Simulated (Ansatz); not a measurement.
`NB(O)F`, relaxed with RKS PBE-D4/def2-SVP in Ansatz from a rough embedded geometry. The force threshold is 0.03 eV/Å; the program also tests the step.

Charge 0, multiplicity 1.

Start:

```xyz
7

N     0.379    0.485   -0.880
B    -0.320   -0.065    0.286
O     0.154    0.275    1.590
F    -1.406   -0.943    0.186
H     0.668   -0.343   -1.526
H    -0.334    1.016   -1.504
H     0.858   -0.425    1.848
```

```json
{"step": "1", "energy (eV)": "-6969.0627", "largest force (eV/Å)": "2.346", "largest move (Å)": "0.000"}
{"step": "2", "energy (eV)": "-6969.2437", "largest force (eV/Å)": "1.769", "largest move (Å)": "0.131"}
{"step": "3", "energy (eV)": "-6969.3523", "largest force (eV/Å)": "1.035", "largest move (Å)": "0.043"}
{"step": "4", "energy (eV)": "-6969.5032", "largest force (eV/Å)": "0.399", "largest move (Å)": "0.169"}
{"step": "5", "energy (eV)": "-6969.6179", "largest force (eV/Å)": "0.505", "largest move (Å)": "0.119"}
{"step": "6", "energy (eV)": "-6969.8085", "largest force (eV/Å)": "1.056", "largest move (Å)": "0.200"}
{"step": "7", "energy (eV)": "-6970.0574", "largest force (eV/Å)": "0.745", "largest move (Å)": "0.200"}
{"step": "8", "energy (eV)": "-6970.2413", "largest force (eV/Å)": "0.522", "largest move (Å)": "0.200"}
{"step": "9", "energy (eV)": "-6970.3581", "largest force (eV/Å)": "0.357", "largest move (Å)": "0.200"}
{"step": "10", "energy (eV)": "-6970.4265", "largest force (eV/Å)": "0.534", "largest move (Å)": "0.200"}
{"step": "11", "energy (eV)": "-6970.4399", "largest force (eV/Å)": "0.282", "largest move (Å)": "0.066"}
{"step": "12", "energy (eV)": "-6970.4413", "largest force (eV/Å)": "0.022", "largest move (Å)": "0.019"}
```

End:

```xyz
7

N     0.162    0.252   -0.887
B    -0.332   -0.388    0.278
O     0.032   -0.091    1.569
F    -1.237   -1.377    0.129
H    -0.153   -0.027   -1.814
H     0.838    1.012   -0.895
H     0.691    0.619    1.621
```

Hardware: 2 threads of a server CPU on a shared host. Wall time 12 s, peak host memory 0.17 GiB.
